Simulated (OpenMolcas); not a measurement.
Computed levels of 4d7 in ions with 43 electrons, in cm-1 above 4F 9/2.

- Program: OpenMolcas 26.06
- Method: MS-CASPT2, IPEA 0.25 Eh, imaginary shift 0.1 Eh
- Basis: ANO-R3
- Scalar Hamiltonian: X2C, finite nucleus
- Spin-orbit coupling: state interaction with AMFI integrals over the reference wave functions, term energies averaged over their components

Active space for each ion: 7 electrons in 5 orbitals (4d); closed shells correlated by CASPT2: 4s 4p.

| Level | Ru+ | Pd3+ | Ag4+ |
| --- | --- | --- | --- |
| 4F 7/2 | 1562 | 2770 | 3570 |
| 4F 5/2 | 2580 | 4470 | 5660 |
| 4F 3/2 | 3220 | 5530 | 6930 |
| 4P 3/2 | 9550 | 13060 | 14410 |
| 4P 5/2 | 9550 | 13460 | 15150 |
| 4P 1/2 | 10610 | 15170 | 17240 |
| 2G 9/2 | 10920 | 15120 | 16930 |
| 2G 7/2 | 12430 | 17810 | 20360 |
| 2P 1/2 | 14910 | 21280 | 24360 |

Q: Estimate 4F 3/2, 4P 3/2, 4P 5/2 for Rh2+ from its neighbours Ru+ and Pd3+.

A: 4F 3/2 is fine structure, which grows about as the fourth power of a screened charge, so the fourth roots are averaged: ((3220^0.25 + 5530^0.25) / 2)^4 = 4259. The calculation gives 4340, so the estimate is off by -1.9 %; the measured value is 4322 (the list in Shadmi, J. Res. Natl. Bur. Stand. 70A, 435 (1966)).
4P 3/2 is another term, which grows about linearly with the charge: (9550 + 13060) / 2 = 11305. The calculation gives 11590, so the estimate is off by -2.5 %; the measured value is 10997 (the list in Shadmi, J. Res. Natl. Bur. Stand. 70A, 435 (1966)).
4P 5/2 is another term, which grows about linearly with the charge: (9550 + 13460) / 2 = 11505. The calculation gives 11720, so the estimate is off by -1.8 %; the measured value is 11062 (the list in Shadmi, J. Res. Natl. Bur. Stand. 70A, 435 (1966)).

Mixed levels, with the weight of the term that names them: Rh2+ 4P 3/2 (74 %), Pd3+ 4P 3/2 (69 %), Ag4+ 4P 3/2 (64 %).

CASPT2 breaks the degeneracy within a term, and the mean is taken; among the terms shown or strongly mixed into the levels shown the widest spread is 1200 cm-1 (4d7 4F, Ru+). Configurations with an s electron lie low at this charge and mix in, so terms can be misplaced (holds for Ru+). Some terms miss by over 15 % even with CASPT2, which points to a basis or an active space too small for the shells correlated (holds for Ru+). Levels of configurations with an s electron are missing; early in the row they begin among the upper levels of the d shell and mix with terms of their name (holds for Rh2+). Measured partners are found by configuration, term and J. A level has none where our copy of the source lacks it or the pairing is in doubt (some pairs that miss far off the trend of their configuration count as doubtful), and it then counts in no deviation. Only configurations of the active space appear.
